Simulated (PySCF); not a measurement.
PySCF job for SbCl4, SMILES [Cl][Sb+]([Cl])([Cl])[Cl], charge +1, C-PCM-M06-2X/def2-SVP. Geometry: r2SCAN-D4/def2-SVP. The multiplicity is an assumed one; no other spin state was optimised. The isomer is the one that the SMILES or the coordinates give; other isomers of the formula were not compared. The def2 effective core potentials stand for the cores of Sb; spin–orbit coupling is left out.

```python
import numpy as np
from pyscf import gto, scf, dft
from pyscf.solvent import pcm

mol = gto.M(
    atom='''
    Sb    0.00000000    0.00000000    0.00000000
    Cl    1.31681843    1.31681843   -1.31681843
    Cl   -1.31681843    1.31681843    1.31681843
    Cl   -1.31681843   -1.31681843   -1.31681843
    Cl    1.31681843   -1.31681843    1.31681843
    ''',
    basis='def2-SVP',
    ecp={'Sb': 'def2-svp'},
    charge=1,
    spin=0,
    max_memory=1600,
    verbose=3,
)
mf = dft.RKS(mol, xc='m06-2x').density_fit(auxbasis='def2-universal-jkfit')
mf.grids.level = 4
mf.conv_tol = 1e-9
mf.max_cycle = 100
mf.kernel()
res = {}
for name, eps in {'water': 78.355, 'N,N-dimethylformamide': 37.219, 'cyclohexanone': 15.619}.items():
    s = mf.PCM()
    s.with_solvent.method, s.with_solvent.eps, s.with_solvent.lebedev_order = 'C-PCM', eps, 29
    s.kernel(mf.make_rdm1())
    res[name] = (s.e_tot, eps, s.dip_moment(), s.mo_energy, s.converged)
    print(f'{name}: electrostatic solvation free energy {(s.e_tot - mf.e_tot) * 627.509474:.3f} kcal/mol')
```

It prints:

```
converged SCF energy = -2080.11269038633

WARN: PCM is an experimental feature. It is still in testing.
Features and APIs may be changed in the future.

converged SCF energy = -2080.20222601474

WARN: System has nonzero charge 1; the dipole moment is origin-dependent.
Location of origin: [0. 0. 0.]

Dipole moment(X, Y, Z, Debye): -0.00000, -0.00000,  0.00000
water: electrostatic solvation free energy -56.184 kcal/mol

WARN: PCM is an experimental feature. It is still in testing.
Features and APIs may be changed in the future.

converged SCF energy = -2080.20092277755

WARN: System has nonzero charge 1; the dipole moment is origin-dependent.
Location of origin: [0. 0. 0.]

Dipole moment(X, Y, Z, Debye): -0.00000,  0.00000,  0.00000
N,N-dimethylformamide: electrostatic solvation free energy -55.367 kcal/mol

WARN: PCM is an experimental feature. It is still in testing.
Features and APIs may be changed in the future.

converged SCF energy = -2080.19749354984

WARN: System has nonzero charge 1; the dipole moment is origin-dependent.
Location of origin: [0. 0. 0.]

Dipole moment(X, Y, Z, Debye):  0.00000,  0.00000, -0.00000
cyclohexanone: electrostatic solvation free energy -53.215 kcal/mol
```

Self-consistency was reached.

Cost: about 60 core-seconds (a rough figure).
